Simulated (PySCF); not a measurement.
# Simulated absorption spectrum

C₁₀H₁₁N.
SMILES: `Cc1cccc([C@H](C)C#N)c1`

Computed with TDDFT B3LYP/def2-SVPD, vertical, gas phase, core orbitals frozen in the response (PySCF 2.14.0, density-fitted response routines). Isolated species at its PBE0-D3(BJ)/def2-SVP geometry (one conformer only). Torsions of this conformer, `[CH3:1][c:2]1[cH:3][cH:4][cH:5][c:6]([C@H:7]([CH3:8])[C:9]#[N:10])[cH:11]1`: C5–C6–C7–C8 -95°.

Computed states:

```tsv
state	E (eV)	f
S1	5.20	0.0022
S2	5.83	0.014
S3	6.38	0.0094
S4	6.53	0.271
S5	6.61	0.408
S6	6.63	0.396
S7	6.78	0.0082
S8	6.96	0.012
S9	6.98	0.026
S10	7.13	0.042
```

Broadening: Gaussians 0.3 eV wide at half height, area fixed by f = 4.319×10⁻⁹ ∫ε dν̃. The width is an assumption, not a result. The curve ends short of the highest state used, and states not computed would add to its high-energy end.

Question: Give the broadened spectrum and its maxima.

Answer: 
| λ (nm) | ε (L mol⁻¹ cm⁻¹) |
| --- | --- |
| 189.9 | 80305 |
| 193.0 | 40238 |
| 196.1 | 12169 |
| 199.2 | 2441 |
| 202.2 | 449 |
| 205.3 | 354 |
| 208.4 | 792 |
| 211.5 | 1210 |
| 214.6 | 1172 |
| 217.6 | 760 |
| 220.7 | 333 |
| 223.8 | 108 |
| 226.9 | 47 |
| 230.0 | 71 |
| 233.0 | 129 |
| 236.1 | 183 |
| 239.2 | 192 |
| 242.3 | 154 |
| 245.4 | 95 |
| 248.4 | 48 |
| 251.5 | 19 |
| 254.6 | 6 |
| 257.7 | 2 |
| 260.8 | 0 |

Maxima: 238 nm (5.20 eV), ε about 200, made up of S1 (100%); 213 nm (5.83 eV), ε about 1300, made up of S2 (100%) (ε in L mol⁻¹ cm⁻¹; maxima over ε = 5, shares over 10%). At its high-energy end, 6.53 eV, the curve is still rising (ε about 81000, from S4, S5 and S6).

Question: Coming from long wavelengths, where does ε first pass 100 L mol⁻¹ cm⁻¹?

Answer: At about 245 nm (5.06 eV), 0.15 eV below S1.

Question: What would ε be at 5.83 eV, the highest of these maxima, with half the width (0.15 eV)?

Answer: About 2510 L mol⁻¹ cm⁻¹ against 1260, a factor of about 2.00; a lone state at its own centre would give exactly 2.

Question: On this curve, what absorbance would a 10⁻⁴ mol/L sample give at 248 nm over a 1 cm path?

Answer: 248 nm is 4.999 eV, where ε is about 53 L mol⁻¹ cm⁻¹, so A = ε c l ≈ 0.0053 (Beer–Lambert, with the gas-phase spectrum and the assumed width).

On 2 threads, Intel Xeon 6975P-C (x86_64), shared host with 192 logical CPUs at a one-minute load of 30, this took 67 s wall, 2.5 min CPU (with the writing of density and orbital grids) and 1.8 GiB of memory at its peak.
